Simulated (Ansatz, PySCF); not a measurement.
System: RbI, net charge 0, singlet state. SMILES: [Rb][I]
Coordinates optimised at B3LYP-D3(BJ)/def2-TZVP (Ansatz, an electronic-structure program):
```xyz
2

Rb     0.0000     0.0000    -1.9203
I      0.0000     0.0000     1.3406
```
Charge 0, spin multiplicity 1.

Property: vertical triplet-singlet gap, E(triplet) - E(singlet), in eV. Set-up: LANL2DZ with its own core potentials from Na on; each state is the SCF solution reached for its charge and spin; UHF or UKS for open shells; STO-3G and 3-21G all-electron and non-relativistic; def2 sets with scalar-relativistic core potentials past Kr; no spin-orbit coupling; frozen cores in correlated levels (noble-gas shells and the d and f shells of earlier blocks; the outer core of K, Ca and congeners matters and is frozen too). Ab initio and DFT rows: single points at B3LYP-D3(BJ) geometries (Ansatz). Levels can end on unlike triplets.

```tsv
level	program	vertical triplet-singlet gap, E(triplet) - E(singlet) (eV)
HF/LANL2DZ	Ansatz	2.94
PBE/LANL2DZ	Ansatz	3.43
B3LYP/STO-3G	Ansatz	5.10
B3LYP/LANL2DZ	Ansatz	3.39
M06-2X/LANL2DZ	PySCF	3.61
MP2/LANL2DZ	Ansatz	3.12
PBE0/def2-TZVPD	Ansatz	3.68
M06-2X/def2-TZVPD	PySCF	3.68
wB97M-V/def2-TZVPD	Ansatz	3.78
```

No value to compare with is used here. The 6 habitual levels span 2.94 (HF/LANL2DZ) to 5.10 eV (B3LYP/STO-3G); PBE0/def2-TZVPD gives 3.68.

The levels are drawn from those run, B3LYP/6-31G* more often than the rest, none by its result; runs whose electronic state is in doubt are left out.
